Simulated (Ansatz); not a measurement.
Harmonic frequencies (cm⁻¹) at PBE0-D4/def2-TZVP from Ansatz: 85, 99, 114, 160, 178, 230, 281, 355, 477, 514, 535, 573, 816, 862, 929, 932, 949, 2230, 2246, 2249, 3895.

Each molecule was computed in one conformer, which needn't be the lowest.

(1) Which molecule is it?
A. `F[Si](F)([SeH])[SeH]`
B. `O=C=N[SiH](N=C=O)N=C=O`
C. `C[SiH2]O[SiH3]`
D. `O[Si]([SiH3])(Cl)Br`

## Answers

(1) D.
